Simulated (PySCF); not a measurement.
disulfane cation (H₂S₂), SMILES SS (connectivity only; charge and spin as stated), charge +1, multiplicity 2. The structure is a stationary point at PBE0-D3(BJ)/def2-TZVP. The multiplicity is an assumed one; other spin states were not compared.

Level of theory: PySCF with PBE0-D3(BJ)/def2-TZVP.

Harmonic wavenumbers (cm⁻¹): 513, 623, 790, 1059, 2633, 2638. Rotational constants (GHz): 142.5, 7.700, 7.305; symmetry number 2.

Task: Work out the zero-point energy and the ideal-gas rigid-rotor harmonic-oscillator thermochemistry at 298.15 K and 1 atm.

Result: ZPE = ½ Σ hcν = ½ × 8256 cm⁻¹ = 49.38 kJ/mol. H − E(el) = 60.54 kJ/mol. Entropy in J/(mol K): translation 161.02, rotation 83.03, vibration 5.55, spin 5.76, total 255.37. G − E(el) = -15.60 kJ/mol. Cp = 46.60 J/(mol K).
